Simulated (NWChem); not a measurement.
# ZrN2H4F2; SMILES [NH2][Zr]([F])([NH2])[F]

```xyz
9

Zr    -0.0165    -0.0334    -0.0337
F      0.9691    -1.6114    -0.5052
F     -1.8718    -0.1960    -0.4977
N      0.1192     0.2282     1.9720
H     -0.2140    -0.4455     2.6601
H      0.5126     1.0222     2.4709
N      0.7993     1.6114    -0.8838
H      1.7663     1.7070    -1.1902
H      0.2902     2.4419    -1.1827
```
Atoms are numbered in this order, from 1.

Results from NWChem. Structure relaxed at the PBE0/def2-SVP level. No frequency run checked for a minimum. def2 effective core potentials on Zr; no spin-orbit coupling. Hybrids' shares of exact exchange are those that their runs print; pure functionals count as 0. The functionals differ in more than this share.

| row | share of exact exchange | orbital gap (eV) |
|---|---|---|
| PBE/def2-SVP | 0.00 | 4.78 |
| PW91/def2-SVP | 0.00 | 4.76 |
| B3LYP/def2-SVP | 0.20 | withheld |
| PW6B95/def2-SVP | 0.28 | 7.16 |
| Hartree-Fock/def2-SVP | 1.00 | 12.75 |

Problem. Fit a straight line of the last column on the one before it, predict the withheld value, and compare with the run.

Solution. 
1. Means of the 4 shown rows: x = 0.320, y = 7.362. Slope Σ(x − x̄)(y − ȳ)/Σ(x − x̄)² = 5.331/0.6688 = 7.971; intercept 4.812.
2. The shown rows scatter about the line by 0.068 (root mean square); the largest residual is +0.12, at PW6B95/def2-SVP.
3. At x = 0.20 (B3LYP/def2-SVP; inside the shown range) the line gives 6.41.
4. The run gives 6.61, +0.20 from the line, 3.0 times the scatter.
